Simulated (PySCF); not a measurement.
# BiO⁻: energy against distance

Set-up: basis Bi def2-SVPD with ECP60, O def2-SVPD; scalar-relativistic core potentials; PySCF 2.14. Energies in eV from Bi + O⁻ in their ground configurations at the same level. All curves are PBE0. state 1: ³Σ⁻ (triplet), unpaired electrons π ↑↑; state 2: Ms = 0 determinant of mixed spin (⟨S²⟩ near 1.0), unpaired electrons π ↑↓, a mixture of terms (⟨Lz²⟩ = 2.0), a second solution, started from another occupation.

```json
{"R (Å)": "1.739", "state 1": "-1.866", "state 2": "-1.601"}
{"R (Å)": "1.820", "state 1": "-2.665", "state 2": "-2.401"}
{"R (Å)": "1.901", "state 1": "-3.096", "state 2": "-2.832"}
{"R (Å)": "1.961", "state 1": "-3.243", "state 2": "-2.980"}
{"R (Å)": "2.022", "state 1": "-3.280", "state 2": "-3.017"}
{"R (Å)": "2.083", "state 1": "-3.232", "state 2": "-2.970"}
{"R (Å)": "2.163", "state 1": "-3.074", "state 2": "-2.813"}
{"R (Å)": "2.265", "state 1": "-2.776", "state 2": "-2.516"}
{"R (Å)": "2.386", "state 1": "-2.340", "state 2": "-2.082"}
{"R (Å)": "2.548", "state 1": "-1.730", "state 2": "-1.460"}
```

Task: Put a parabola through the three lowest points of the state 1 curve and estimate Re, k and ωe (reduced mass 14.86 u; 1 eV/Å² = 0.16022 mdyn/Å; ωe = 1302.8·√(k/μ) cm⁻¹).

Result: Through R = 1.961, 2.022, 2.083 Å the second-order coefficient is 11.4 eV/Å², so Re ≈ 2.018 Å, k ≈ 3.66 mdyn/Å and ωe ≈ 647 cm⁻¹. A polynomial fit of higher order to the unrounded PBE0 energies gives Re = 2.015 Å, k = 3.76 mdyn/Å, ωe = 655 cm⁻¹; anharmonicity and rounding make the difference.

The higher-order fit for each curve: state 1: Re = 2.015 Å, ωe = 655 cm⁻¹, De = 3.28 eV; state 2: Re = 2.015 Å, ωe = 655 cm⁻¹, minimum 3.02 eV below the ground-state fragments.

⟨S²⟩ of the unrestricted solution departs from its pure value on part of the curve, where spin states mix. Spin–orbit coupling is left out, which matters for elements this heavy, above all for dissociation energies. For an ion De counts to the pair picked by the measured ionisation energies or electron affinities, which need not be the lowest pair at this level. The highest Kohn–Sham level is positive in this anion. Much of that is self-interaction error, but it also means that the finite basis helps to hold the extra electron. The state was picked by a PBE0 search and need not be the measured ground state.
